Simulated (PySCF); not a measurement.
Al, charge -1, triplet; CCSD(T)/aug-cc-pVDZ (PySCF).

Input for PySCF:
```python
from pyscf import gto, scf, cc

mol = gto.M(
    atom='''
Al    0.00000000    0.00000000    0.00000000
''',
    basis='aug-cc-pvdz',
    charge=-1,
    spin=2,
    verbose=4,
)

mf = scf.UHF(mol)
mf.kernel()

mycc = cc.CCSD(mf, frozen=5)
mycc.kernel()
et = mycc.ccsd_t()
print('E(CCSD(T)) = %.10f' % (mycc.e_tot + et))
```

What does PySCF print? Leave out banner, timings and long lists.


```
PySCF version 2.14.0

[INPUT] verbose = 4
[INPUT] num. atoms = 1
[INPUT] num. electrons = 14
[INPUT] charge = -1
[INPUT] spin (= nelec alpha-beta = 2S) = 2
[INPUT] symmetry False subgroup None
[INPUT] Mole.unit = angstrom
[INPUT] Symbol           X                Y                Z      unit          X                Y                Z       unit  Magmom
[INPUT]  1 Al     0.000000000000   0.000000000000   0.000000000000 AA    0.000000000000   0.000000000000   0.000000000000 Bohr   0.0

nuclear repulsion = 0
number of shells = 8
number of NR pGTOs = 50
number of NR cGTOs = 27
basis = aug-cc-pvdz
ecp = {}

******** <class 'pyscf.scf.uhf.UHF'> ********
method = UHF
initial guess = minao
damping factor = 0
level_shift factor = 0
DIIS = <class 'pyscf.scf.diis.CDIIS'>
diis_start_cycle = 1
diis_space = 8
diis_damp = 0
SCF conv_tol = 1e-09
SCF conv_tol_grad = None
SCF max_cycles = 50
direct_scf = True
direct_scf_tol = 1e-13
number electrons alpha = 8  beta = 6
Set gradient conv threshold to 3.16228e-05
init E= -241.746935546499

cycle= 1 E= -241.86628882128  delta_E= -0.119  |g|= 0.0403  |ddm|= 0.738
cycle= 2 E= -241.872217883583  delta_E= -0.00593  |g|= 0.0224  |ddm|= 0.159
cycle= 3 E= -241.874672015632  delta_E= -0.00245  |g|= 0.00616  |ddm|= 0.142
cycle= 4 E= -241.874901784022  delta_E= -0.00023  |g|= 0.00162  |ddm|= 0.0539
cycle= 5 E= -241.87491862354  delta_E= -1.68e-05  |g|= 0.000602  |ddm|= 0.015
cycle= 6 E= -241.874920655345  delta_E= -2.03e-06  |g|= 0.000151  |ddm|= 0.00584
cycle= 7 E= -241.874920724693  delta_E= -6.93e-08  |g|= 2e-05  |ddm|= 0.00103
cycle= 8 E= -241.874920726374  delta_E= -1.68e-09  |g|= 3.29e-06  |ddm|= 0.00019
cycle= 9 E= -241.87492072642  delta_E= -4.6e-11  |g|= 5.74e-07  |ddm|= 2.97e-05
Extra cycle  E= -241.874920726421  delta_E= -8.53e-13  |g|= 2.47e-07  |ddm|= 1.5e-06
converged SCF energy = -241.874920726421  <S^2> = 2.0167041  2S+1 = 3.0111155

******** <class 'pyscf.cc.uccsd.UCCSD'> ********
CC2 = 0
CCSD nocc = (np.int64(3), np.int64(1)), nmo = (22, 22)
frozen orbitals 5
max_cycle = 50
direct = 0
conv_tol = 1e-07
conv_tol_normt = 1e-06
diis_space = 6
diis_start_cycle = 0
diis_start_energy_diff = 1e+09
Init t2, MP2 energy = -0.0417595541565948
Init E_corr(UCCSD) = -0.0417595541567155
cycle = 1  E_corr(UCCSD) = -0.0535140176628827  dE = -0.0117544635  norm(t1,t2) = 0.0682225
cycle = 2  E_corr(UCCSD) = -0.0570146687447382  dE = -0.00350065108  norm(t1,t2) = 0.0273765
cycle = 3  E_corr(UCCSD) = -0.059205649428196  dE = -0.00219098068  norm(t1,t2) = 0.0132582
cycle = 4  E_corr(UCCSD) = -0.0592264598528231  dE = -2.08104246e-05  norm(t1,t2) = 0.00325834
cycle = 5  E_corr(UCCSD) = -0.0592651795578227  dE = -3.8719705e-05  norm(t1,t2) = 0.000746474
cycle = 6  E_corr(UCCSD) = -0.0592503601096202  dE = 1.48194482e-05  norm(t1,t2) = 0.000168691
cycle = 7  E_corr(UCCSD) = -0.0592586947899058  dE = -8.33468029e-06  norm(t1,t2) = 4.54435e-05
cycle = 8  E_corr(UCCSD) = -0.059256498699189  dE = 2.19609072e-06  norm(t1,t2) = 1.67258e-05
cycle = 9  E_corr(UCCSD) = -0.0592564526024378  dE = 4.60967512e-08  norm(t1,t2) = 5.65399e-06
cycle = 10  E_corr(UCCSD) = -0.059256498638036  dE = -4.60355981e-08  norm(t1,t2) = 2.79121e-06
cycle = 11  E_corr(UCCSD) = -0.0592564939644184  dE = 4.67361756e-09  norm(t1,t2) = 5.03105e-07
UCCSD converged
E(UCCSD) = -241.9341772203855  E_corr = -0.05925649396441841
UCCSD(T) correction = -0.00190373254605379
E(CCSD(T)) = -241.9360809529
```
